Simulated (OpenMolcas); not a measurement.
**Exact exchange and the dipole moment of CHClFNSi**

CHClFNSi: 6 atoms, total charge 0, spin state singlet. SMILES: `FC1=N[SiH]1Cl`. Geometry: relaxed at PBE0-D4/def2-TZVP.

The dipole moment y, in D, basis 6-31G(d); a is the functional's share of exact exchange. Programs: OpenMolcas 26.06.

| functional | program | a | y (D) |
| --- | --- | --- | --- |
| PBE | OpenMolcas | 0 | 1.80 |
| revPBE | OpenMolcas | 0 | 1.79 |
| B3LYP | OpenMolcas | 0.2 | ? |
| PBE0 | OpenMolcas | 0.25 | 2.09 |
| BHLYP | OpenMolcas | 0.5 | 2.38 |

Q: Fit y = c + s·a to the known rows and predict B3LYP.

A: 
1. Means of the 4 rows: a = 0.1875, y = 2.015.
2. Σ(Δa)² = 0.17188, Σ(Δa·Δy) = 0.20125, so the slope is 0.20125/0.17188 = 1.1709.
3. Intercept: 2.015 − (1.1709) × 0.1875 = 1.795. The largest residual of the fit is 0.005.
4. B3LYP: 1.795 + (1.1709) × 0.2 = 2.03 D.

The run gave 2.08 D, so the prediction is off by -0.05 D, more than the largest residual. More exact exchange makes the molecule more polar here. The rows mix families of semi-local functionals, which the line can't see.
